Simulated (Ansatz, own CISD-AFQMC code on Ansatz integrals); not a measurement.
C2H3N, SMILES `C#CN` (charge 0, multiplicity 1).

Cartesian coordinates (Å):
```xyz
6

C      1.4445     0.0116    -0.1768
C      0.2477     0.0026    -0.2865
N     -1.0825    -0.0070    -0.4741
H      2.5023     0.0196    -0.0785
H     -1.5630     0.8241    -0.1637
H     -1.5490    -0.8509    -0.1774
```
Charge 0, spin multiplicity 1.

Frozen-core correlation energies in cc-pVDZ at a geometry from PBE0-D3(BJ)/def2-TZVP, on an HF energy of -131.86185 Ha (<S^2> = 0.00). Wave-function levels are from Ansatz, the walk from an own CISD-AFQMC code on Ansatz integrals (time step 0.005/Ha, trial state from CCSD amplitudes, largest double 0.08).

```
level     correlation energy (mHa)
--------  ------------------------
MP2                         -419.0
CCSD                        -441.2
CCSD(T)                     -457.1
CCSDT(Q)                    -459.0
```

Q: What correlation energy does phaseless AFQMC give, and where does it lie among these levels?

A: -458.6 ± 0.4 mHa (one standard error). AFQMC minus each level: MP2 -39.6 mHa, CCSD -17.4 mHa, CCSD(T) -1.5 mHa, CCSDT(Q) +0.4 mHa.
